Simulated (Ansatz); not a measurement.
A structure relaxed at PBE0-D4/def2-TZVP, charge 0, multiplicity 1:

Cartesian coordinates in Å:
```
F -0.4445 -2.2044 -0.6696
Zr -0.1767 -0.3682 -0.3236
F -1.5961 0.6718 -1.0099
Se 2.0857 0.3705 -1.2679
Se 0.0150 0.0501 2.2045
H 1.5388 1.7404 -1.2637
H -1.4222 -0.2602 2.3303
```

Q: Give its formula and SMILES.

A: F2H2Se2Zr, `[F][Zr]([F])([SeH])[SeH]`.

Q: Summarise the bond lengths by kind.

A: 2 × F–Zr 1.888 to 1.889 Å; 2 × Se–Zr 2.560 to 2.570 Å; 2 × H–Se 1.475 to 1.476 Å.

Results of the Gaussian-basis code of Ansatz.
